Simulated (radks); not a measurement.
Question: The samarium ion Sm+, 61 electrons, occupied as [Xe] 4f4 5d2 6s1 (not the ground configuration). Calculated with a radial shooting solver on a logarithmic mesh with Libxc functionals: Dirac Kohn-Sham, LDA (Slater exchange, Perdew-Wang correlation), spin-unpolarised, spherical densities, finite nucleus; open shells fill j = l - 1/2 first; Fermi nuclear charge, rms radius 5.0819 fm.

Spin-orbit splittings of the eigenvalues, e(l+1/2) - e(l-1/2), with zeta = 2 splitting/(2l+1) and mean radii in bohr:

shell  occ.  splitting (eV)  zeta (eV)  <r> j=l-1/2  <r> j=l+1/2
2p        6           602.0      401.3      0.08077      0.08739
3p        6           121.8      81.19       0.2444       0.2572
3d       10           26.46      10.58       0.2288       0.2328
4p        6           27.20      18.13       0.5908       0.6195
4d       10           4.911      1.965       0.6582       0.6682
4f        4          0.6485     0.1853       0.8599       0.8688
5p        6           4.110      2.740        1.517        1.603
5d        2               ?          ?        2.392        2.445

Estimate the 5d splitting.

Answer: 0.3464 eV (zeta = 0.1386 eV).
